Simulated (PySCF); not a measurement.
pyridine (C5H5N), SMILES c1ccncc1. Atoms are numbered in the order given.

```xyz
11

C      0.0000     0.0000     1.3862
C      0.0000     1.1999     0.6725
C      0.0000     1.1429    -0.7252
N      0.0000     0.0000    -1.4157
C      0.0000    -1.1429    -0.7252
C      0.0000    -1.1999     0.6725
H      0.0000     0.0000     2.4792
H      0.0000     2.1645     1.1851
H      0.0000     2.0688    -1.3126
H      0.0000    -2.0688    -1.3126
H      0.0000    -2.1645     1.1851
```
Charge 0, spin multiplicity 1.

Geometry: B3LYP-D3(BJ)/def2-SVP.

Calculation: PBE0/pcSseg-1 (PySCF).

GIAO shieldings, no solvent; atoms alike by connectivity are averaged. δ = σ(ref) − σ: ¹³C against TMS (σ = 186.3 ppm); ¹⁵N against NH3 (σ = 267.4 ppm); ¹H against TMS (σ = 31.56 ppm), references at their B3LYP-D3(BJ)/def2-TZVP geometries, non-relativistic.

Problem. Estimate the chemical shifts. (The exact figures need the calculation; the answer reports its results.)

Solution. 
```csv
nucleus,atoms,count,δ (ppm)
¹³C,"C3, C5",2,159.0
¹³C,C1,1,143.4
¹³C,"C2, C6",2,131.2
¹⁵N,N4,1,369.3
¹H,"H9, H10",2,9.15
¹H,H7,1,8.03
¹H,"H8, H11",2,7.55
```
